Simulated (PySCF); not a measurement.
H3Si2, SMILES [Si][SiH3] (connectivity only; charge and spin as stated), neutral, multiplicity 2.

Geometry optimised at B3LYP-D3(BJ)/def2-TZVP. The isomer is the one that the SMILES or the coordinates give; other isomers of the formula were not compared.

Computed with B3LYP-D3(BJ)/def2-TZVP (PySCF).

Frequencies are harmonic and unscaled.

Q: Give all harmonic wavenumbers and intensities. (An estimate is asked for; the answer gives what the named calculation found.)

A: 
```csv
mode,ν (cm⁻¹),IR (km/mol),moving atoms (share of kinetic energy)
1,275,21.4,"H 75 %, Si 25 %"
2,393,8.7,"H 90 %, Si 10 %"
3,414,12.7,"Si 80 %, H 20 %"
4,865,241.5,"H 91 %, Si 9 %"
5,908,41.5,H 97 %
6,953,67.6,H 97 %
7,2148,63.3,H 97 %
8,2186,108.3,H 97 %
9,2189,102.0,H 96 %
```
